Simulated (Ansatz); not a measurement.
Molecule: BI, net charge -1, doublet state. 
Coordinates optimised at B3LYP-D3(BJ)/def2-TZVP (Ansatz, a quantum-chemistry and plane-wave program):
```
B
I 1 2.4274
```
Charge -1, spin multiplicity 2.

Basis-set convergence of Hartree-Fock and MP2 correlation energies (hartree) with Ansatz. Valence correlation only, unless marked. UHF or UKS for open shells. Spin-orbit coupling is left out. The frozen core is the preceding noble-gas configuration, with the filled d and f shells of earlier blocks. Past Kr the def2 sets carry scalar-relativistic core potentials.

| basis | functions | E(HF) | E(corr, MP2) |
|---|---|---|---|
| def2-TZVPPD | 96 | -321.28702 | -0.21107 |
| def2-QZVPPD | 154 | -321.28878 | -0.23606 |

Extrapolating the two largest sets (X = 3 and 4) as X^-3: E(corr) = (64·(-0.23606) - 27·(-0.21107))/37 = -0.2543 Eh, an estimate of the basis-set limit. The largest set recovers 92.8 % of it, the smallest 83.0 %.
